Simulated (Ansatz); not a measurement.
The same molecule with X = O, S, Se, Te. Ansatz, PBE0-D4/def2-TZVP geometries, multiplicity 1.

Elements past krypton have def2 core potentials. Scalar relativity is left out up to krypton.

| X | molecule | mean X–Ge bond length / Å | mean X–H bond length / Å | HOMO–LUMO gap (B3LYP/def2-TZVPP) / eV | HOMO–LUMO gap (ωB97M-V/def2-TZVPP) / eV | HOMO energy (PBE/def2-TZVPP) / eV |
| --- | --- | --- | --- | --- | --- | --- |
| O | `[OH][GeH3]` | 1.783 | 0.959 | 7.99 | 12.61 | -6.82 |
| S | `[SH][GeH3]` | 2.224 | 1.343 | 6.80 | 11.37 | -6.08 |
| Se | `[GeH3][SeH]` | 2.357 | 1.469 | 6.11 | 10.61 | -5.80 |

Task: Give the row for X = Te, `[GeH3][TeH]`. (An estimate is asked.)

Result: Ansatz gave: 
```
 X       molecule  mean X–Ge bond length / Å  mean X–H bond length / Å  HOMO–LUMO gap (B3LYP/def2-TZVPP) / eV  HOMO–LUMO gap (ωB97M-V/def2-TZVPP) / eV  HOMO energy (PBE/def2-TZVPP) / eV
Te  `[GeH3][TeH]`                      2.558                     1.658                                   5.09                                     9.40                              -5.42
```

From O to Te the mean X–Ge bond length rises at each step, by 0.775 Å in all; the mean X–H bond length rises at each step, by 0.699 Å in all; the HOMO–LUMO gap (B3LYP/def2-TZVPP) falls at each step, by 2.90 eV in all; the HOMO–LUMO gap (ωB97M-V/def2-TZVPP) falls at each step, by 3.21 eV in all; the HOMO energy (PBE/def2-TZVPP) rises at each step, by 1.40 eV in all. Bonds lengthen as the atom grows down the group.

B3LYP here is the variant with VWN-RPA as its local correlation; programs differ in this.

Spin–orbit coupling is left out; it splits and shifts lone-pair levels of the heavy atoms by tenths of an eV.
